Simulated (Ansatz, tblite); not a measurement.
Cost and result up the ladder for the cluster Si₅Mo₂⁺ (the lowest doublet isomer of a short search) (7 atoms). Charge 1, multiplicity 2. Geometry: r2SCAN-D4/def2-SVP.

```xyz
7

Mo    0.169   -0.844   -1.093
Mo   -0.765    1.064   -1.843
Si    2.201   -0.314    0.211
Si   -1.607    0.481    0.289
Si   -1.164   -1.735    0.789
Si    0.366   -0.149    1.769
Si    0.799    1.497   -0.123
```

Ansatz on 4 threads of Arm Neoverse N1 on a shared host; xTB runs through tblite on one thread. Times are rough, summed over both states, and most runs start from the orbitals of an earlier one. No level here is sound enough to serve as a yardstick. The other state is a quartet at its own geometry, which has other bonds, so the gap mixes isomer and spin.

In the def2 sets Mo takes a core potential; there is no spin–orbit coupling. The xTB rows come from tblite. HSE06 is defined as in plane-wave codes, on full-range PBE exchange. The structure comes from a short search, and lower isomers may exist.

Run but left out: HF/STO-3G, HF/def2-SVP, HF/def2-TZVP, MP2/def2-SVP, MP2/def2-TZVP, CCSD/def2-SVP, CCSD(T)/def2-SVP (doublet: ⟨S²⟩ 4.43 to 4.74, where a pure state has 0.75).

xTB has no spin-polarisation term.

```json
{"level": "GFN1-xTB", "functions": "63", "wall time": "0.043 s"}
{"level": "GFN2-xTB", "functions": "63", "wall time": "0.086 s"}
{"level": "PBE-D4/def2-TZVP (with forces)", "functions": "265", "wall time": "52 s"}
{"level": "HSE06-D4/def2-TZVP", "functions": "265", "wall time": "2.1 min"}
{"level": "PBE0-D4/def2-TZVP", "functions": "265", "wall time": "2.2 min"}
{"level": "r2SCAN-D4/def2-TZVP", "functions": "265", "wall time": "2.4 min"}
```

(1) Estimate what each level gives for the quartet − doublet (eV).

## Answers

(1) 
```json
{"level": "GFN1-xTB", "quartet − doublet (eV)": "0.58", "remarks": "–"}
{"level": "GFN2-xTB", "quartet − doublet (eV)": "0.14", "remarks": "–"}
{"level": "PBE-D4/def2-TZVP (with forces)", "quartet − doublet (eV)": "0.61", "remarks": "–"}
{"level": "HSE06-D4/def2-TZVP", "quartet − doublet (eV)": "0.46", "remarks": "spin-contaminated (⟨S²⟩ 0.89) (doublet), spin-contaminated (⟨S²⟩ 3.92) (quartet)"}
{"level": "PBE0-D4/def2-TZVP", "quartet − doublet (eV)": "0.45", "remarks": "spin-contaminated (⟨S²⟩ 0.90) (doublet), spin-contaminated (⟨S²⟩ 3.93) (quartet)"}
{"level": "r2SCAN-D4/def2-TZVP", "quartet − doublet (eV)": "0.50", "remarks": "spin-contaminated (⟨S²⟩ 0.84) (doublet), spin-contaminated (⟨S²⟩ 3.88) (quartet)"}
```
